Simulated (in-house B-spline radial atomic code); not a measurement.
Whole-atom quantities along the 37-electron series, configuration 1s2 2s2 2p6 3s2 3p6 3d10 4s2 4p6 4d3/2(1). Breit and QED terms are first order and not part of the total energy; the density at the nucleus is averaged over the nuclear charge. Computed with a radial B-spline atomic code at the basis-set limit: Dirac-Hartree-Fock, jj configuration that fills j = l - 1/2 first, finite nuclei.

| ion | Z | E/Z² (Eh) | Σ<r²> (bohr²) | n(0)/Z³ (bohr⁻³) | Lamb diamagnetic shielding (ppm) | repulsion over attraction | Breit energy (eV) | self-energy (eV) | vacuum polarisation (eV) |
| --- | --- | --- | --- | --- | --- | --- | --- | --- | --- |
| In12+ | 49 | -2.4298 | 9.5207 | 1.4285 | 5001.34 | 0.13316 | 111.16 | 84.659 | -10.638 |
| Sn13+ | 50 | -2.4478 | 8.8328 | 1.4682 | 5134.08 | 0.131 | 119.08 | 90.933 | -11.6 |
| Sb14+ | 51 | ? | ? | ? | ? | ? | ? | ? | ? |
| Te15+ | 52 | -2.4826 | 7.6723 | 1.552 | 5401.92 | 0.12682 | 136.11 | 104.51 | -13.735 |
| I16+ | 53 | -2.4995 | 7.1791 | 1.5987 | 5537.09 | 0.12479 | 145.22 | 111.85 | -14.918 |
| Xe17+ | 54 | -2.5161 | 6.7335 | 1.6458 | 5673.13 | 0.12281 | 154.76 | 119.56 | -16.183 |
| Cs18+ | 55 | -2.5323 | 6.3291 | 1.6962 | 5810.09 | 0.12087 | 164.72 | 127.68 | -17.536 |
| Ba19+ | 56 | -2.5483 | 5.9609 | 1.7478 | 5948 | 0.11897 | 175.12 | 136.2 | -18.981 |
| La20+ | 57 | -2.564 | 5.6244 | 1.8029 | 6086.89 | 0.11712 | 185.98 | 145.15 | -20.524 |
| Ce21+ | 58 | -2.5795 | 5.3159 | 1.8602 | 6226.8 | 0.11531 | 197.3 | 154.55 | -22.17 |
| Pr22+ | 59 | ? | ? | ? | ? | ? | ? | ? | ? |
| Nd23+ | 60 | -2.6097 | 4.7711 | 1.9837 | 6509.84 | 0.1118 | 221.38 | 174.75 | -25.798 |
| Pm24+ | 61 | -2.6244 | 4.5297 | 2.0468 | 6653.04 | 0.1101 | 234.16 | 185.58 | -27.791 |
| Sm25+ | 62 | -2.639 | 4.3062 | 2.1057 | 6797.4 | 0.10845 | 247.45 | 196.94 | -29.91 |
| Eu26+ | 63 | ? | ? | ? | ? | ? | ? | ? | ? |
| Gd27+ | 64 | -2.6676 | 3.9057 | 2.2483 | 7089.88 | 0.10524 | 275.62 | 221.28 | -34.574 |
| Tb28+ | 65 | -2.6817 | 3.7259 | 2.3407 | 7238.14 | 0.10368 | 290.54 | 234.31 | -37.143 |
| Dy29+ | 66 | -2.6956 | 3.558 | 2.4058 | 7387.64 | 0.10216 | 306 | 247.94 | -39.855 |
| Ho30+ | 67 | -2.7094 | 3.4011 | 2.4971 | 7538.65 | 0.10067 | 322.06 | 262.2 | -42.754 |
| Er31+ | 68 | -2.7231 | 3.2541 | 2.5835 | 7691.08 | 0.099217 | 338.7 | 277.11 | -45.829 |
| Tm32+ | 69 | -2.7366 | 3.1163 | 2.6854 | 7845.1 | 0.097788 | 355.95 | 292.71 | -49.106 |
| Yb33+ | 70 | -2.7501 | 2.9868 | 2.7749 | 8000.61 | 0.096389 | 373.82 | 309 | -52.574 |

Q: Fill in the row of Sb14+.

A: E/Z² (Eh): -2.4654; Σ<r²> (bohr²): 8.2205; n(0)/Z³ (bohr⁻³): 1.5101; Lamb diamagnetic shielding (ppm): 5267.6; repulsion over attraction: 0.12889; Breit energy (eV): 127.4; self-energy (eV): 97.546; vacuum polarisation (eV): -12.631.

Q: Fill in the row of Pr22+.

A: E/Z² (Eh): -2.5947; Σ<r²> (bohr²): 5.0324; n(0)/Z³ (bohr⁻³): 1.9207; Lamb diamagnetic shielding (ppm): 6367.77; repulsion over attraction: 0.11353; Breit energy (eV): 209.1; self-energy (eV): 164.41; vacuum polarisation (eV): -23.926.

Q: Fill in the row of Eu26+.

A: E/Z² (Eh): -2.6534; Σ<r²> (bohr²): 4.0987; n(0)/Z³ (bohr⁻³): 2.1762; Lamb diamagnetic shielding (ppm): 6943.01; repulsion over attraction: 0.10682; Breit energy (eV): 261.27; self-energy (eV): 208.83; vacuum polarisation (eV): -32.17.

Q: With what power of Z does the column «Σ<r²> (bohr²)» change over this range?

A: A fit of the logarithm of its size against log Z from Z = 49 to 70 has slope -3.23. Unscreened non-relativistic hydrogenic orbitals would give -2.
